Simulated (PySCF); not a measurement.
HCl3Ge, charge -1, doublet, at a GFN2-xTB geometry (a state made from the parent by changing its charge; the spin is typed, not shown lowest), with bond 3-1 at 2.2 times its length; PySCF with PBE/3-21G.

PySCF was given this input:
```python
from pyscf import gto, scf, dft

mol = gto.Mole()
mol.atom = '''
    Ge    0.18961606    0.14465705    0.11687467
    Cl   -0.81013033    2.36575078   -0.06066118
    Cl    4.20348405   -3.42688611    0.11439223
    Cl   -1.55983724   -1.16332174   -0.38022513
    H    -0.01799083    0.06879887    1.78739072
'''
mol.basis = '3-21g'
mol.charge = -1
mol.spin = 1
mol.verbose = 5
mol.build()

mf = dft.UKS(mol)
mf.xc = 'pbe'
mf.kernel()
mo_i, mo_e, stable_i, stable_e = mf.stability(internal=True, external=False, return_status=True, nroots=6, tol=1e-6)
print('internally stable:', stable_i, ' externally stable:', stable_e)
if not stable_i:
    umf = mf.copy()
    umf.scf_summary = {}
    umf.kernel(umf.make_rdm1(mo_i, mf.mo_occ))
```

Q: Predict the main parts of the log of this PySCF run.

A: 
```
PySCF version 2.14.0

[INPUT] verbose = 5
[INPUT] max_memory = 4000
[INPUT] num. atoms = 5
[INPUT] num. electrons = 85
[INPUT] charge = -1
[INPUT] spin (= nelec alpha-beta = 2S) = 1
[INPUT] symmetry False subgroup None
[INPUT] Mole.unit = angstrom
[INPUT] Symbol           X                Y                Z      unit          X                Y                Z       unit  Magmom
[...]
[INPUT] ---------------- BASIS SET ----------------
[INPUT] l, kappa, [nprim/nctr], expnt,             c_1 c_2 ...
[INPUT] H
[...]
                                0.824547          0.904691
[...]
[INPUT] Cl
[...]
                                207.857           0.380363
                                45.1554           0.67819
[...]
                                13.9765           0.0511338
                                3.8871            0.991337
[...]
                                0.526955          1.18252
[...]
                                13.9765           0.458682
                                3.8871            0.601962
[...]
                                0.526955          0.822321
[...]
[INPUT] Ge
[...]
                                767.72417         0.373167
                                168.18881         0.684787
[...]
                                48.95543          0.0912
                                15.1837           0.963449
[...]
                                5.441437          0.293883
                                1.742603          0.889199
[...]
                                0.263093          1.19067
[...]
                                48.95543          0.57538
                                15.1837           0.445995
[...]
                                5.441437          0.473245
                                1.742603          0.603278
[...]
                                0.263093          0.98749
[...]
                                6.223814          0.511492
                                1.588737          0.58577

nuclear repulsion = 404.393241622134
number of shells = 33
number of NR pGTOs = 138
number of NR cGTOs = 63
basis = 3-21g
ecp = {}

******** <class 'pyscf.dft.uks.UKS'> ********
method = UKS
initial guess = minao
damping factor = 0
level_shift factor = 0
DIIS = <class 'pyscf.scf.diis.CDIIS'>
diis_start_cycle = 1
diis_space = 8
diis_damp = 0
SCF conv_tol = 1e-09
SCF conv_tol_grad = None
SCF max_cycles = 50
direct_scf = True
direct_scf_tol = 1e-13
number electrons alpha = 43  beta = 42
XC library pyscf.dft.libxc version 7.1.2
    S. Lehtola, C. Steigemann, M. J. T. Oliveira, and M. A. L. Marques,  SoftwareX 7, 1–5 (2018)
XC functionals = pbe
    J. P. Perdew, K. Burke, and M. Ernzerhof,  Phys. Rev. Lett. 77, 3865 (1996)
    J. P. Perdew, K. Burke, and M. Ernzerhof,  Phys. Rev. Lett. 78, 1396 (1997)
    J. P. Perdew, K. Burke, and M. Ernzerhof,  Phys. Rev. Lett. 77, 3865 (1996)
    J. P. Perdew, K. Burke, and M. Ernzerhof,  Phys. Rev. Lett. 78, 1396 (1997)
radial grids:
    Treutler-Ahlrichs [JCP 102, 346 (1995); DOI:10.1063/1.469408] (M4) radial grids

becke partition: Becke, JCP 88, 2547 (1988); DOI:10.1063/1.454033
pruning grids: <function nwchem_prune>
grids dens level: 3
symmetrized grids: False
atomic radii adjust function: <function treutler_atomic_radii_adjust>
small_rho_cutoff = 0
Set gradient conv threshold to 3.16228e-05
atom Ge rad-grids = 90, ang-grids = [ 50  50  50  50  50  50  50  50  50  50  50  50  50  50  50  50  50  50
  50  50  50  50  50  50  50  50  50  50  86  86  86  86  86  86  86  86
  86  86  86  86  86  86  86  86 350 350 350 350 350 350 350 350 350 350
 350 434 434 434 434 434 434 434 434 434 434 434 434 434 434 434 434 434
 434 434 434 434 350 350 350 350 350 350 350 350 350 350 350 350 350 350]
atom Cl rad-grids = 80, ang-grids = [ 50  50  50  50  50  50  50  50  50  50  50  50  50  50  50  50  50  50
  50  50  50  50  50  50  86  86  86  86  86  86  86  86  86  86  86  86
  86 350 350 350 350 350 350 350 350 350 434 434 434 434 434 434 434 434
[...]
SCF not converged.
<class 'pyscf.dft.uks.UKS'> wavefunction has an internal instability
internally stable: False  externally stable: None
[...]
  6.58363520e-01  6.71479746e-01  6.92196542e-01  6.97081257e-01
  6.99935467e-01  7.07094219e-01  7.29230750e-01  7.69623540e-01
  8.45153520e-01  9.49676428e-01  1.15752822e+00]
  beta  mo_energy =
[-3.94308427e+02 -9.97941798e+01 -9.97829906e+01 -9.97810904e+01
 -4.87573330e+01 -4.32674951e+01 -4.32670655e+01 -4.32654235e+01
 -8.94119183e+00 -8.92604518e+00 -8.92543341e+00 -6.77588627e+00
 -6.76841416e+00 -6.76769111e+00 -6.76209708e+00 -6.76122089e+00
 -6.75394093e+00 -6.75383237e+00 -6.75358396e+00 -6.75338754e+00
 -5.75886405e+00 -3.95316495e+00 -3.95153199e+00 -3.94567013e+00
 -8.27365228e-01 -8.22013379e-01 -8.18567795e-01 -8.16311709e-01
 -8.14710346e-01 -5.92470375e-01 -5.57445133e-01 -5.30211217e-01
 -3.19195105e-01 -1.85254624e-01 -1.73185243e-01 -1.47533672e-01
 -1.26338453e-01 -1.16374393e-01 -1.13318919e-01 -1.05470728e-01
 -1.05052986e-01 -1.02570090e-01 -5.43218322e-02  8.65637559e-02
  1.07092810e-01  1.80695598e-01  3.79382608e-01  3.89326047e-01
  4.02768496e-01  4.13261915e-01  5.97464840e-01  6.44150776e-01
  6.59151581e-01  6.94824468e-01  7.01802260e-01  7.02093429e-01
  7.02688160e-01  7.11506858e-01  7.32244658e-01  7.70782271e-01
  8.46411918e-01  9.52295234e-01  1.17120946e+00]
multiplicity <S^2> = 0.75070872  2S+1 = 2.0007086
nelec by numeric integration = [43.00001074 42.00001063]
E1 = -5601.916753466814  E2 = 1756.863922752039  Ecoul = 1920.2150090915497  Exc = -163.35108633951097
cycle= 49 E= -3440.65958909264  delta_E= -0.00742  |g|= 0.187  |ddm|= 1.19
  alpha mo_energy =
[-3.94307128e+02 -9.97934333e+01 -9.97878368e+01 -9.97813896e+01
 -4.87559493e+01 -4.32661022e+01 -4.32657105e+01 -4.32642234e+01
 -8.94040613e+00 -8.93224151e+00 -8.92446768e+00 -6.77542241e+00
 -6.77519568e+00 -6.76764409e+00 -6.76713862e+00 -6.75979532e+00
 -6.75926211e+00 -6.75836544e+00 -6.75253366e+00 -6.75207243e+00
 -5.75774983e+00 -3.95201091e+00 -3.95045448e+00 -3.94478302e+00
 -8.26424493e-01 -8.20996611e-01 -8.17835048e-01 -8.15453551e-01
 -8.13994606e-01 -5.93042807e-01 -5.57861650e-01 -5.57576350e-01
 -3.22224914e-01 -1.87415107e-01 -1.75424424e-01 -1.54586156e-01
 -1.49558333e-01 -1.27572859e-01 -1.18075520e-01 -1.17060387e-01
 -1.16022420e-01 -1.12872087e-01 -6.56347899e-02  8.30981128e-02
  1.03423999e-01  1.72953976e-01  3.78035714e-01  3.87152087e-01
  3.95909015e-01  4.12460044e-01  5.80659561e-01  6.43829259e-01
  6.59520763e-01  6.68548304e-01  6.91864106e-01  6.94711670e-01
  7.00764517e-01  7.06671908e-01  7.30494898e-01  7.70786642e-01
  8.46509164e-01  9.51003030e-01  1.15916099e+00]
  beta  mo_energy =
[-3.94306859e+02 -9.97931104e+01 -9.97845334e+01 -9.97810100e+01
 -4.87557583e+01 -4.32659259e+01 -4.32654952e+01 -4.32638458e+01
 -8.94009437e+00 -8.92889489e+00 -8.92410029e+00 -6.77478151e+00
 -6.76733337e+00 -6.76660031e+00 -6.76565402e+00 -6.75926375e+00
 -6.75723116e+00 -6.75677714e+00 -6.75200839e+00 -6.75164019e+00
 -5.75727700e+00 -3.95159286e+00 -3.94995699e+00 -3.94404832e+00
 -8.25801642e-01 -8.20443676e-01 -8.16968767e-01 -8.14714338e-01
 -8.13104092e-01 -5.91300354e-01 -5.55775316e-01 -5.33166056e-01
 -3.17841864e-01 -1.84004668e-01 -1.71804263e-01 -1.46389203e-01
 -1.25134810e-01 -1.14866946e-01 -1.11780888e-01 -1.08259421e-01
 -1.07796287e-01 -1.05311490e-01 -5.30633182e-02  8.77824047e-02
  1.08242809e-01  1.81872305e-01  3.80316215e-01  3.90435367e-01
  4.03780810e-01  4.14462610e-01  5.95097808e-01  6.45219112e-01
  6.60299574e-01  6.95129456e-01  6.99713624e-01  7.00182320e-01
  7.02854887e-01  7.10476370e-01  7.33403310e-01  7.71914392e-01
  8.47734249e-01  9.53547646e-01  1.17239046e+00]
multiplicity <S^2> = 0.75069481  2S+1 = 2.0006947
nelec by numeric integration = [43.00001074 42.00001062]
E1 = -5601.91662468224  E2 = 1756.86460714145  Ecoul = 1920.216355643124  Exc = -163.3517485016738
cycle= 50 E= -3440.65877591866  delta_E= 0.000813  |g|= 0.19  |ddm|= 0.00671
SCF not converged.
SCF energy = -3440.65877591866 after 50 cycles  <S^2> = 0.75069481  2S+1 = 2.0006947
```

The run did not converge; its last values are not results.
